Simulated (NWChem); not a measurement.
Species: C$_{5}$H$_{5}$N; SMILES C=C1C=CN=C1

```xyz
11

C     -0.0492    -2.0895     0.0000
C      0.0187    -0.7476     0.0000
C      1.1806     0.1453     0.0000
C      0.6749     1.3993     0.0000
N     -0.7562     1.4271     0.0000
C     -1.1296     0.1886     0.0000
H      0.8415    -2.7123     0.0000
H     -1.0059    -2.6057     0.0000
H      2.2185    -0.1601     0.0000
H      1.2098     2.3416     0.0000
H     -2.1764    -0.1051     0.0000
```
Atoms are numbered in this order, from 1.

Level: B3LYP/6-31G* (spherical d) (NWChem), optimised geometry, unscaled harmonic frequencies. 

List the harmonic frequencies with IR intensities, and the thermochemistry.


```csv
frequency (cm⁻¹),IR intensity (km/mol)
210,0.0
330,0.6
488,10.4
652,14.4
690,0.1
725,0.1
800,17.9
831,0.1
888,6.5
933,0.4
952,17.4
972,0.9
981,37.4
1012,12.8
1132,10.1
1271,8.5
1320,4.0
1355,42.1
1478,0.9
1563,39.6
1623,33.4
1724,8.7
3167,5.4
3205,11.6
3245,5.9
3250,6.0
3269,9.8
```

The zero-point energy is 54.4 kcal/mol, the thermal correction to the enthalpy at 298.15 K (with zero-point energy) is 58.0 kcal/mol and the heat capacity Cv is 18.0 cal/(mol K). The entropy at 298.15 K and 1 atm (symmetry number 1) is 70.9 cal/(mol K) and the dipole moment is 2.84 D.

Rigid rotor and harmonic oscillator.
